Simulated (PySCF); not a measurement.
C7H12BN.
InChI=1S/C7H12BN/c1-7-4-2-3-5-8(7)6-9/h7H,2-5H2,1H3/t7-/m1/s1

The closed-shell ground state was solved at several levels (PySCF, density fitting, gas phase, non-relativistic). Geometry: PBE0-D3(BJ)/def2-SVP, one conformer, isolated molecule.

```json
{"level": "CAM-B3LYP/pcSseg-1", "basis functions": "213", "HOMO (eV)": "-9.68", "LUMO (eV)": "-0.97", "gap (eV)": "8.71", "dipole (D)": "3.85"}
{"level": "PBE0/pcSseg-1", "basis functions": "213", "HOMO (eV)": "-8.29", "LUMO (eV)": "-2.11", "gap (eV)": "6.18", "dipole (D)": "3.87"}
```

Task: What might PBE0/def2-SVPD (276 basis functions) give for the same quantities?

Result: HOMO -8.28 eV, LUMO -2.13 eV, gap 6.15 eV, dipole 3.99 D.

Task: Over all these levels, which gives the widest orbital gap and which the narrowest?

Result: CAM-B3LYP/pcSseg-1 (range-separated hybrid) has the widest, 8.71 eV, and PBE0/def2-SVPD (global hybrid, 25 % exact exchange) the narrowest, 6.15 eV. Functional and basis both differ between the two, so the spread mixes both effects.

Task: How far do the dipole and the HOMO energy spread over the levels?

Result: The dipole runs from 3.85 to 3.99 D (mean 3.90 D) and the HOMO from -9.68 to -8.28 eV.
